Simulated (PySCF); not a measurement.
Question: Give a PBE0-D3(BJ)/def2-SVP geometry of InChI=1S/C8H11BO/c1-3-6-9(2)8-5-4-7-10-8/h3-5,7H,1,6H2,2H3.

Answer: 
```xyz
21
C8H11BO angstrom
C      2.3689    1.4525    0.1022
C      2.3331    0.1592   -0.2355
C      1.3197   -0.4740   -1.1473
B      0.1872   -0.9283   -0.1371
C      0.3078   -2.2847    0.6492
C     -1.0184    0.0016    0.0892
C     -2.0946   -0.0444    0.9528
C     -2.8848    1.1106    0.7198
C     -2.2397    1.7908   -0.2785
O     -1.1370    1.1476   -0.6590
H      3.1140    1.8373    0.8031
H      1.6524    2.1676   -0.3146
H      3.0587   -0.5205    0.2294
H      1.7673   -1.3273   -1.6803
H      0.9472    0.2584   -1.8776
H     -0.3688   -2.3936    1.5090
H      1.3401   -2.4704    0.9871
H      0.0756   -3.1017   -0.0593
H     -2.2837   -0.8317    1.6802
H     -3.8059    1.4068    1.2169
H     -2.4599    2.7241   -0.7932
```

Any rigid rotation of these coordinates is as good. Atoms count from 1 in this order. The 5-membered ring C6–C7–C8–C9–O10 has internal angles of 105.2° to 111.0°; it is planar, 0.00 Å rms from its mean plane, widest ring torsion 0°. The C–O distances run from 1.332 Å (C9–O10, aromatic) to 1.374 Å (C6–O10, aromatic), a spread of 0.042 Å. Of the pairs four or more bonds apart, O10···H15 is among the closest relative to their van der Waals radii: 2.57 Å, 95 % of the sum of Bondi's values. The B–C distances run from 1.539 Å (B4–C6, drawn single) to 1.584 Å (C3–B4, drawn single), a spread of 0.045 Å.

Bonds between heavy atoms (Å): C1=C2 1.337, C2–C3 1.503, C3–B4 1.584, B4–C5 1.572, B4–C6 1.539, C6–C7 1.381, C7–C8 1.419, C8–C9 1.370, C9–O10 1.332, C6–O10 1.374.

Method: PBE0-D3(BJ)/def2-SVP geometry optimisation, gas phase in PySCF 2.14.0.

Point group: C1 (no symmetry element, even within 0.4 Å). No frequency check. The numbers are those of one conformer (C1–C2–C3–B4 -91°, C2–C3–B4–C5 -83°, C3–B4–C6–C7 -174°).

Time: 8.1 min; peak memory 0.88 GiB. Hardware: one thread, Arm Neoverse V2 (aarch64), shared host. These figures are those of the optimisation.
